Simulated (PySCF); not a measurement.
**Calculated NMR data**

- NMR shieldings at PBE0/pcSseg-1/GIAO
- GFN2-xTB structure
- program: PySCF 2.14.0 with density-fitted response routines
- one computed conformer, gas phase, non-relativistic, averaged over atoms made equivalent by symmetry, fast rotation or ring inversion

Shifts are taken against calculated references (same method and geometry level): 1H (σ = 31.72 ppm) and 13C (σ = 186.93 ppm) against TMS. Splittings of carbon signals by F and P are missing where no couplings were computed. Where no couplings were computed, multiplicities follow the n + 1 count of equivalent neighbours, and m marks all less simple cases (inequivalent or close neighbours, rings, F or P nearby). Shifts are as computed. Against solution values, carbons near 30 ppm lie about +3 ppm off and those near 130 ppm about +5 ppm. Of 1309 compounds with measured shifts, 239 miss one by over three times the rms of a fit or turn the order of signals round; such compounds aren't used in these exercises.

**1.** `InChI=1S/C4HF5/c5-2-1(3(2)6)4(7,8)9/h2H/t2-/m1/s1`. 1H NMR (400 MHz, computed): δ 5.36 (m, 1H). 13C{1H} NMR (computed): δ 160.2, 126.9, 97.9, 75.3.

**2.** SMILES FC(F)(F)C1=CC1(F)F, C₄HF₅. 1H NMR (400 MHz, computed): δ 8.12 (m, 1H). 13C{1H} NMR (computed): δ 142.1 (C), 139.8 (CH), 127.8 (C), 104.2 (C).
